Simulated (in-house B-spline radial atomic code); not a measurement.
Whole-atom quantities along the 16-electron series, configuration 1s2 2s2 2p6 3s2 3p1/2(2) 3p3/2(2). Breit and QED terms are first order and not part of the total energy; the density at the nucleus is averaged over the nuclear charge. Computed with a B-spline radial code for spherical atoms: Dirac-Hartree-Fock, jj configuration that fills j = l - 1/2 first, finite nuclei.

| ion | Z | E/Z² (Eh) | Σ<r²> (bohr²) | n(0)/Z³ (bohr⁻³) | Lamb diamagnetic shielding (ppm) | repulsion over attraction | Breit energy (eV) | self-energy (eV) | vacuum polarisation (eV) |
| --- | --- | --- | --- | --- | --- | --- | --- | --- | --- |
| Ti6+ | 22 | -1.739 | 7.2145 | 0.7912 | 1566.02 | 0.12807 | 7.1653 | 5.1765 | -0.39776 |
| V7+ | 23 | -1.7624 | 6.2157 | 0.80558 | 1651.5 | 0.12354 | 8.3341 | 6.0528 | -0.47609 |
| Cr8+ | 24 | ? | ? | ? | ? | ? | ? | ? | ? |
| Mn9+ | 25 | -1.8048 | 4.766 | 0.83505 | 1823.15 | 0.11524 | 11.048 | 8.11 | -0.66716 |
| Fe10+ | 26 | -1.8242 | 4.2281 | 0.85072 | 1909.35 | 0.11145 | 12.605 | 9.3034 | -0.78203 |
| Co11+ | 27 | -1.8425 | 3.7779 | 0.86676 | 1995.83 | 0.10787 | 14.305 | 10.615 | -0.9113 |
| Ni12+ | 28 | -1.8597 | 3.3968 | 0.88406 | 2082.61 | 0.10449 | 16.154 | 12.053 | -1.0562 |
| Cu13+ | 29 | -1.8761 | 3.0712 | 0.90061 | 2169.7 | 0.1013 | 18.159 | 13.622 | -1.218 |
| Zn14+ | 30 | -1.8917 | 2.7905 | 0.91848 | 2257.12 | 0.09828 | 20.326 | 15.33 | -1.398 |
| Ga15+ | 31 | ? | ? | ? | ? | ? | ? | ? | ? |
| Ge16+ | 32 | -1.9206 | 2.3338 | 0.9554 | 2433.02 | 0.092716 | 25.172 | 19.192 | -1.8185 |
| As17+ | 33 | ? | ? | ? | ? | ? | ? | ? | ? |
| Se18+ | 34 | -1.9471 | 1.9807 | 0.99636 | 2610.43 | 0.087708 | 30.747 | 23.696 | -2.3298 |

Problem. Fill in the row of Cr8+.

Solution. E/Z² (Eh): -1.7843; Σ<r²> (bohr²): 5.4167; n(0)/Z³ (bohr⁻³): 0.82015; Lamb diamagnetic shielding (ppm): 1737.2; repulsion over attraction: 0.11927; Breit energy (eV): 9.6262; self-energy (eV): 7.0286; vacuum polarisation (eV): -0.56555.

Problem. Fill in the row of Ga15+.

Solution. E/Z² (Eh): -1.9065; Σ<r²> (bohr²): 2.5468; n(0)/Z³ (bohr⁻³): 0.93667; Lamb diamagnetic shielding (ppm): 2344.89; repulsion over attraction: 0.095424; Breit energy (eV): 22.661; self-energy (eV): 17.184; vacuum polarisation (eV): -1.5977.

Problem. Fill in the row of As17+.

Solution. E/Z² (Eh): -1.9341; Σ<r²> (bohr²): 2.1464; n(0)/Z³ (bohr⁻³): 0.97565; Lamb diamagnetic shielding (ppm): 2521.53; repulsion over attraction: 0.090148; Breit energy (eV): 27.865; self-energy (eV): 21.36; vacuum polarisation (eV): -2.062.

Problem. With what power of Z does the column «vacuum polarisation (eV)» change over this range?

Solution. A fit of the logarithm of its size against log Z from Z = 22 to 34 has slope 4.06.
